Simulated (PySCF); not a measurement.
B3LYP has the VWN-RPA correlation part, as in Gaussian. 

Cartesian coordinates (Å):
```xyz
5

Sc     0.0726    -0.0697     0.0191
Cl    -0.4971     1.8280    -1.1408
Cl     0.7147    -2.0035    -1.0385
O      0.0128    -0.0396     1.8371
H     -0.0130    -0.0381     2.7988
```
Charge 0, multiplicity 1.

Task: What is the computed dipole moment, charge on the central atom (meta-Löwdin), charge on the central atom (Mulliken), HOMO–LUMO gap and total energy (B3LYP-D3(BJ)/def2-TZVP // r2SCAN-D4/def2-SVP (PySCF 2.14.0))?

Result: 
| Property | Value |
|---|---|
| dipole moment | 3.11 D |
| charge on the central atom (meta-Löwdin) | 1.31 e |
| charge on the central atom (Mulliken) | 1.25 e |
| HOMO–LUMO gap | 5.55 eV |
| total energy | -1757.2898 Ha |
